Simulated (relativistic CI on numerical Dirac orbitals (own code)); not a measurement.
## Dy⁴⁺ (4f8) in a crystal field

Calculated by Dirac-Coulomb-Breit CI, KLI orbitals optimised for each configuration, model QED, one configuration in a parametric crystal field, unscaled Slater integrals (own radial code). With so little scaling, terms lie 10 to 35 % too far apart, which can change the order of excited levels.

Field parameters in Wybourne normalisation. The field is a parameter set, without covalency.

S and J are read from ⟨S²⟩ = S(S + 1) and ⟨J²⟩ = J(J + 1) of each level; they are not fictitious spins.

D3d, B20 = 2320, B40 = 1140, B43 = 1170, B60 = 1040, B63 = 270, B66 = -1000 cm⁻¹, the lowest 10 levels:

| E (cm⁻¹) | Degeneracy | Irrep | S | J |
| --- | --- | --- | --- | --- |
| 0.0 | 1 | A1 | 2.96 | 5.99 |
| 0.3 | 1 | A2 | 2.96 | 5.99 |
| 225 | 2 | E | 2.96 | 5.98 |
| 452 | 2 | E | 2.96 | 5.97 |
| 639 | 1 | A1 | 2.96 | 5.95 |
| 788 | 1 | A2 | 2.96 | 5.98 |
| 981 | 2 | E | 2.96 | 5.96 |
| 1191 | 2 | E | 2.96 | 5.97 |
| 1279 | 1 | A1 | 2.96 | 5.97 |
| 2731 | 2 | E | 2.97 | 5.00 |

D4h, B20 = 800, B40 = 710, B44 = -1570, B60 = -380, B64 = -1320 cm⁻¹, the lowest 16 levels:

```
E (cm⁻¹)  Degeneracy  Irrep     S     J
     0.0           2      E  2.96  5.97
    14.6           1     A1  2.96  5.97
    56.9           1     B1  2.96  6.00
    59.6           1     B2  2.96  6.00
    77.1           1     A2  2.96  5.96
    96.7           2      E  2.96  5.96
     110           1     B1  2.96  5.96
     555           1     A1  2.96  6.00
     568           2      E  2.96  6.00
     582           1     B2  2.96  6.00
    2409           2      E  2.97  4.96
    2527           1     B1  2.97  5.02
    2624           2      E  2.97  5.01
    2711           1     A2  2.97  4.97
    2716           1     A1  2.97  4.98
    2779           1     A2  2.97  5.00
```

The next free-ion level lies 2449 cm⁻¹ above the lowest; the field splits the ground level into components whose J stays near 6 as long as their spread is small against that gap.

Levels of this model without a field, named by their leading LS term: ⁷F6 0, ⁷F5 2449, ⁷F4 3977, ⁷F3 5160, ⁷F2 5996, ⁷F1 6547, ⁷F0 6817, ⁵D4 24550 cm⁻¹.
